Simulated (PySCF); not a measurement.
1-silylprop-2-en-1-one (C3H6OSi), SMILES C=CC(=O)[SiH3]. Atoms are numbered in the order given.

```xyz
11

C      0.3068    -2.4677     0.0000
C      0.7188    -1.1959     0.0000
C     -0.2740    -0.0740     0.0000
O     -1.4737    -0.2820     0.0000
Si     0.2874     1.7760     0.0000
H     -0.7666    -2.6855     0.0000
H      1.0095    -3.3062     0.0000
H      1.7833    -0.9371     0.0000
H      1.7749     1.9033     0.0000
H     -0.2726     2.4212    -1.2189
H     -0.2726     2.4212     1.2189
```
Charge 0, spin multiplicity 1.

Coordinates come from a ωB97X-D3(BJ)/def2-SVP optimisation. Other conformers were not sampled.

Calculation: PySCF with PBE/pcSseg-1.

GIAO shieldings, no solvent; atoms listed in one row are averaged. δ = σ(ref) − σ: ¹³C against TMS (σ = 182.0 ppm); ¹⁷O against H2O (σ = 334.3 ppm); ²⁹Si against TMS (σ = 335.4 ppm); ¹H against TMS (σ = 31.49 ppm), references at their B3LYP-D3(BJ)/def2-TZVP geometries, non-relativistic.

Q: Estimate the chemical shifts. (The exact figures need the calculation; the answer reports its results.)

A: 
| nucleus | atoms | count | δ (ppm) |
|---|---|---|---|
| ¹³C | C3 | 1 | 226.5 |
| ¹³C | C2 | 1 | 144.0 |
| ¹³C | C1 | 1 | 132.7 |
| ¹⁷O | O4 | 1 | 805.9 |
| ²⁹Si | Si5 | 1 | -95.0 |
| ¹H | H8 | 1 | 7.20 |
| ¹H | H6 | 1 | 6.64 |
| ¹H | H7 | 1 | 5.80 |
| ¹H | H9, H10, H11 | 3 | 4.35 |
